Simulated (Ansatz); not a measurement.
F2HIn, SMILES `[F][InH][F]`. Charge 0, multiplicity 1. Correlated methods include outer-core shells of In, which these sets cover unevenly. In takes the def2 core potential.

Z-matrix (Å, degrees):
```
In
F 1 1.935
F 1 1.935 2 106.8
H 1 1.681 2 126.6 3 180.0
```

**Question.** Give the diagnostics of a CCSD(T)/def2-TZVPP run (frozen core, Ansatz). (An estimate is asked.)

**Answer.** Ansatz gave: T1 = 0.0171, largest single amplitude 0.046, largest double 0.041, (T) share of the correlation energy 2.8 %, 9 CCSD cycles. The RHF solution is stable towards an unrestricted one. T1 lies under the customary mark of 0.02 for closed shells.
